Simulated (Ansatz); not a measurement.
# AlB2FH4: where a starting geometry ends

The starting geometry of this gas-phase singlet was optimised with GFN2-xTB.

```yaml
atoms:
  - { symbol: Al, position_ang: [0.2532, 1.1799, -1.0163] }
  - { symbol: B, position_ang: [-1.6301, 0.1869, -1.9503] }
  - { symbol: B, position_ang: [-0.7525, -0.5822, -0.7592] }
  - { symbol: F, position_ang: [-1.3812, 0.0488, -3.2802] }
  - { symbol: H, position_ang: [-2.5255, 0.9639, -1.7746] }
  - { symbol: H, position_ang: [0.0771, -1.4143, -0.9590] }
  - { symbol: H, position_ang: [-1.0654, -0.4460, 0.3886] }
  - { symbol: H, position_ang: [1.2242, 2.4600, -1.0858] }
```

Q: Predict what it relaxes into with PBE0-D3(BJ)/def2-SVP.

A: New bonds form, giving a structure with H5 bridging Al1 and B2, H7 bridging Al1 and B3, given below by its coordinates. Contacts that close: Al1–H5 (2.89 → 1.83 Å), Al1–H7 (2.52 → 1.83 Å).

The energy falls by 0.74 eV over 30 steps:

| step | E − E(last) (eV) |
| --- | --- |
| 1 | 0.744 |
| 4 | 0.560 |
| 7 | 0.506 |
| 11 | 0.492 |
| 14 | 0.462 |
| 17 | 0.437 |
| 20 | 0.350 |
| 24 | 0.005 |
| 27 | 0.000 |
| 30 | 0.000 |

Final geometry (Å):

| atom | x (Å) | y (Å) | z (Å) |
| --- | --- | --- | --- |
| Al | 0.0744 | 1.2076 | -1.1601 |
| B | -1.5097 | 0.0721 | -2.0291 |
| B | -0.5497 | -0.7299 | -0.9874 |
| F | -2.1163 | -0.2137 | -3.1788 |
| H | -1.6517 | 1.3532 | -1.7582 |
| H | -0.1153 | -1.8466 | -0.9055 |
| H | -0.3780 | -0.0471 | 0.0870 |
| H | 0.4461 | 2.6013 | -0.5049 |

Frequencies at the end are all real (lowest 221 cm⁻¹). Run with Ansatz 0.2.0, 30 s on 2 threads of Intel(R) Xeon(R) Platinum 8488C (Sapphire Rapids), on a shared host.
